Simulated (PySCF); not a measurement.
F2Hf, SMILES [F][Hf][F], multiplicity 1. Atoms are numbered in the order given.

```xyz
3

Hf     0.0000     0.0000    -0.1976
F      0.0000     1.5899     0.7905
F      0.0000    -1.5899     0.7905
```
Charge 0, spin multiplicity 1.

Geometry: r2SCAN-D4/def2-TZVP. The multiplicity is an assumed one; other spin states were not compared. The def2 effective core potentials stand for the cores of Hf; spin–orbit coupling is left out.

All values below come from TDA-PBE/def2-TZVPD (PySCF 2.14.0).

Vertical excitations. The molecule is in vacuum. State labels are in the subgroup C2v.

Computed excitation energies, oscillator strengths and character:
```csv
state,symmetry,energy (eV),λ (nm),f,main pairs
S1,B1,1.97,628,0.016,HOMO→LUMO 97 %
S2,A1,2.08,596,0.031,HOMO→LUMO+1 96 %
S3,A2,2.51,493,0.000,HOMO→LUMO+2 100 %
S4,B2,3.15,394,0.104,HOMO→LUMO+3 99 %
S5,A1,4.32,287,0.322,HOMO→LUMO+5 94 %
S6,B1,4.62,269,0.728,HOMO→LUMO+4 89 %
S7,A1,4.88,254,0.107,HOMO→LUMO+6 96 %
S8,B2,5.11,243,0.151,HOMO→LUMO+7 99 %
S9,A1,6.17,201,0.000,HOMO→LUMO+8 96 %
S10,A2,6.86,181,0.000,HOMO−1→LUMO 100 %
T1,B1,0.55,2250,0,HOMO→LUMO 100 %
T2,A1,0.65,1916,0,HOMO→LUMO+1 100 %
T3,A2,1.87,663,0,HOMO→LUMO+2 100 %
T4,B2,2.43,511,0,HOMO→LUMO+3 100 %
```
Triplets are in the Tamm–Dancoff approximation.
